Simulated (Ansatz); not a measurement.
System (SMILES): [BH]F (BH-F), doublet.
Atoms: B1, F2, H3. Bonds: B1-F2, B1-H3.

Basis-set convergence of the optimised B1-H3 bond length at B3LYP with Ansatz (an electronic-structure program). Cartesian d functions, on some or all atoms, in 6-31+G*; all else is spherical. The program fits the integrals of some runs and decomposes those of others, by size. Open shells are unrestricted. No added dispersion term, no relativity. Reference: the value in aug-pcseg-3, 1.2006 Å. Deviations are taken from unrounded values.

```json
[
 {"basis": "6-31+G*", "functions": "40"},
 {"basis": "6-311+G**", "functions": "50"},
 {"basis": "def2-SVPD", "functions": "51"},
 {"basis": "aug-pcseg-1", "functions": "55"},
 {"basis": "6-311++G(2d,2p)", "functions": "64"},
 {"basis": "def2-TZVPD", "functions": "86"},
 {"basis": "def2-TZVPPD", "functions": "94"},
 {"basis": "6-311++G(3df,3pd)", "functions": "96"},
 {"basis": "aug-pcseg-2", "functions": "115"},
 {"basis": "def2-QZVPPD", "functions": "162"},
 {"basis": "aug-pcseg-3", "functions": "219"}
]
```

Q: Which is the smallest set listed that can be trusted to 0.003 Å here, that is, within that of the reference together with its larger relatives (same family, alike in diffuse functions; a set with none to test it counts only in the reference's own line)?

A: The smallest set listed that lies within 0.003 Å of the reference with all its larger relatives (same family, alike in diffuse functions; a set with none counts only in the reference's own line) is 6-311+G** (50 functions, 0.0004 Å off). Value minus reference: 6-31+G* 0.0046, 6-311+G** 0.0004, def2-SVPD 0.0110, aug-pcseg-1 0.0081, 6-311++G(2d,2p) -0.0004, def2-TZVPD 0.0019, def2-TZVPPD 0.0008, 6-311++G(3df,3pd) 0.0002, aug-pcseg-2 0.0005, def2-QZVPPD 0.0001, aug-pcseg-3 0.0000 Å.
